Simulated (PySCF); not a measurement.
A structure optimised at B3LYP-D3(BJ)/def2-TZVPD, used in a PySCF frequency run:

```
Ca
Cl 1 2.4479
```
Charge 0, spin multiplicity 2.

**Question.** Write its SMILES, formula and point group.

**Answer.** [Cl][Ca], CaCl, C∞v

**Question.** What are its rotational constants (standard atomic weights)?

**Answer.** 4.4834 GHz (linear rotor, B only)
